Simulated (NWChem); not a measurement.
System meant: GeBr₃, doublet; SMILES [Br][Ge]([Br])[Br]

The following NWChem deck was run.

```
start job
memory heap 200 mb stack 900 mb global 1100 mb
geometry units angstroms noautoz
  Br     0.743154    -2.053128    -0.180096
  Ge     0.000000     0.000000     0.602930
  Br    -2.149638     0.382974    -0.180096
  Br     1.406484     1.670154    -0.180096
end
basis spherical
  Br library def2-svp
  Ge library def2-svp
end
dft
  odft
  mult 2
  xc b3lyp
  iterations 4
  mulliken
end
task dft energy
```

End of the output:

```
     --------------------------
     Expectation value of S2:
     --------------------------
      <S2> =      0.7528 (Exact =     0.7500)

 center of mass
 --------------
 x =  -0.00000000 y =  -0.00000000 z =   0.00309265

 moments of inertia (a.u.)
 ------------------
        2164.631873923675          -0.000000000000          -0.000000000000
          -0.000000000000        2164.631873923675          -0.000000000000
          -0.000000000000          -0.000000000000        4081.843098909537

     Multipole analysis of the density
     ---------------------------------

     L   x y z        total         alpha         beta         nuclear
     -   - - -        -----         -----         ----         -------
     0   0 0 0     -0.000000    -69.000000    -68.000000    137.000000

     1   1 0 0     -0.000000     -0.000000      0.000000     -0.000000
     1   0 1 0      0.000000      0.000000      0.000000     -0.000000
     1   0 0 1      0.317819     -0.375054      0.692873      0.000000

     2   2 0 0    -53.503717   -476.794840   -470.544997    893.836119
     2   1 1 0      0.000000      0.000000     -0.000000      0.000000
     2   1 0 1      0.000000      0.000000      0.000000      0.000000
     2   0 2 0    -53.503717   -476.794840   -470.544997    893.836119
     2   0 1 1      0.000000     -0.000000      0.000000      0.000000
     2   0 0 2    -51.830421    -55.550238    -49.979498     53.699315

 ------------------------------------------------------------------------
 dft energy failed                                                                                  0
 ------------------------------------------------------------------------
 ------------------------------------------------------------------------
  current input line :
    20: task dft energy
 ------------------------------------------------------------------------
 ------------------------------------------------------------------------
 This type of error is most commonly associated with calculations not reaching convergence criteria
 ------------------------------------------------------------------------
 For more information see the NWChem manual at https://nwchemgit.github.io

0:dft energy failed:Received an Error in Communication
```

Find the fault in this run and fix the input.

The run did not converge; its last values are not results. Cause: the SCF was allowed too few iterations. This input runs:
```
start job
memory heap 200 mb stack 900 mb global 1100 mb
geometry units angstroms noautoz
  Br     0.743154    -2.053128    -0.180096
  Ge     0.000000     0.000000     0.602930
  Br    -2.149638     0.382974    -0.180096
  Br     1.406484     1.670154    -0.180096
end
basis spherical
  Br library def2-svp
  Ge library def2-svp
end
dft
  odft
  mult 2
  xc b3lyp
  iterations 150
  mulliken
end
task dft energy
```
It converges to -9798.50245 Ha (B3LYP/def2-SVP, spin-unrestricted).
